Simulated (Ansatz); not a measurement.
Q: Name a neutral molecule of Al, C, F and H with LUMO energy (PBE0/def2-TZVPP) between -1.25 and -0.95 eV and size of the dipole moment (ωB97M-V/def2-TZVPP) between 1.75 and 2.05 D (Ansatz, PBE0-D4/def2-TZVP geometry).

A: `C#[C][Al]([CH3])[F]` (-1.17 eV, 1.91 D). Other molecules can fit too; these were computed, each in one conformer that needn't be the lowest.
